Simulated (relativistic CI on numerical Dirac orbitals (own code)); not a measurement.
**Hyperfine structure of Ir XI, mass number 191**

Calculated at this level of theory: Dirac-Coulomb-Breit CI, separate exchange-only KLI orbitals for each configuration, model QED (radiative potential, 1s self-energy scaled to tabulated hydrogen-like ionisation energies), unscaled Slater integrals (own radial code, finite nucleus).

Configuration list (outside the closed core [Kr] 4d10): 4f¹⁴5s²5p⁵, 4f¹³5s²5p⁶, 4f¹⁴5s5p⁶, 4f¹⁴5s²5p⁴5d, 4f¹⁴5s5p⁵5d, 4f¹⁴5s²5p⁴5f, 4f¹³5s²5p⁵5d, 4f¹⁴5s²5p⁴6s, 4f¹⁴5s²5p⁴5g, 4f¹⁴5s5p⁵5f, 4f¹⁴5p⁵5d², 4f¹³5p⁶5d², 4f¹⁴5p⁴5d³, 4f¹⁴5p⁴5d²5f, 4f¹³5p⁵5d³. Double excitations out of closed p, d and f shells are left out; levels of such configurations are missing from the list, as are those of other unlisted configurations, and high levels can miss mixing partners. Some configurations lack a partner that the ground configuration has and come out too high, among them 4f¹⁴5s²5p⁴6s, 4f¹⁴5s²5p⁴5g.

Nuclear spin I = 3/2, μ = 0.1502 μN, Q = 0.816 b (tables of Stone and Pyykkö). The electronic factors are computed for point nuclear moments, without core polarisation or the Bohr-Weisskopf and QED corrections.

| Level | E (cm⁻¹) | A (MHz) | B (MHz) |
| --- | --- | --- | --- |
| 4f¹⁴5s²5p⁵ ²P°3/2 | 0 | 937.8 | -15200 |
| 4f¹⁴5s²5p⁵ ²P°1/2 | 127952 | 8919 |  |
| 4f¹³5s²5p⁶ ²F°7/2 | 203507 | 186.1 | -3290 |
| 4f¹³5s²5p⁶ ²F°5/2 | 227783 | 347.8 | -2960 |
| 4f¹⁴5s5p⁶ ²S1/2 | 393864 | 17120 |  |
| 4f¹⁴5s²5p⁴5d ⁴D5/2 | 410815 | 624.2 | -986 |
| 4f¹⁴5s²5p⁴5d ²P1/2 | 418520 | 1951 |  |
| 4f¹⁴5s²5p⁴5d ⁴F9/2 | 432560 | 476.7 | 6130 |

Levels with J = 0, under 50 % of one LS term, or S terms without an open s electron are left out. Small factors come from cancelling terms and can be off by tens of per cent or more.

At this charge transitions that keep the count of f electrons are usually good to a few per cent. Levels and lines within the n = 5 or 6 shells can be off by up to 10 % or somewhat more, and those that change n by about 2 %, since core polarisation is missing. Levels that differ in their count of f electrons can be misplaced by several ten thousand cm⁻¹, since the correlation energy of f electrons is missing or only estimated; rates across such gaps can be off by orders of magnitude.

Problem. Give the hyperfine levels of 4f¹⁴5s²5p⁵ ²P°1/2 relative to its centre of gravity.

Solution. With K = F(F + 1) − I(I + 1) − J(J + 1), E = AK/2: F = 1: -11150, F = 2: 6689 MHz.

LS names give the leading component of a level, which can be under half, so a name can repeat, a term be missing and a line seem to break the LS rules.
